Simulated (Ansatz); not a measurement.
Species: WO₂, net charge 0, singlet state. 
Geometry from a B3LYP-D3(BJ)/def2-TZVP (Ansatz, a quantum-chemistry and plane-wave program) optimisation:
SMILES: [O]=[W]=[O]
```xyz
3

W      0.0048     0.0008    -0.1837
O      1.3129     0.0181     0.8844
O     -1.3573    -0.0253     0.8144
```
Charge 0, spin multiplicity 1.

Property: atomisation energy (electronic, to ground-state atoms), in eV. Valence correlation only, unless marked. Open shells are spin-unrestricted. No spin-orbit coupling. Frozen are the shells of the preceding noble gas and the d and f shells that filled before the atom's block. Past Kr the def2 sets carry scalar-relativistic core potentials. The coupled-cluster limit lacks core correlation, which all-electron functionals hold. CBS marks a two-point X^-3 extrapolation of the correlation energy; Hartree-Fock from the larger set.

The Hartree-Fock reference is unstable (checked in the largest basis), which strains HF and MP2. The T1 diagnostic of CCSD in the largest basis is 0.035, which is high, so the coupled-cluster rows are less sure than usual.

| level | program | atomisation energy (eV) |
|---|---|---|
| BHLYP/def2-TZVPD | Ansatz | ___ |
| HSE06-D3(BJ)/def2-TZVPD | Ansatz + dftd3 | 13.65 |
| LC-wPBE-D3(BJ)/def2-TZVPD | Ansatz + dftd3 | ___ |
| B2PLYP-D3(BJ)/def2-TZVPD | Ansatz + dftd3 | 14.46 |
| CCSD/def2-TZVPP | Ansatz | ___ |
| CCSD(T)/CBS(def2-TZVPPD,def2-QZVPPD) | Ansatz | 14.21 |

Task: What belongs in the gaps?

Result: 
- BHLYP/def2-TZVPD, atomisation energy (eV): 11.67
- LC-wPBE-D3(BJ)/def2-TZVPD, atomisation energy (eV): 13.63
- CCSD/def2-TZVPP, atomisation energy (eV): 12.70
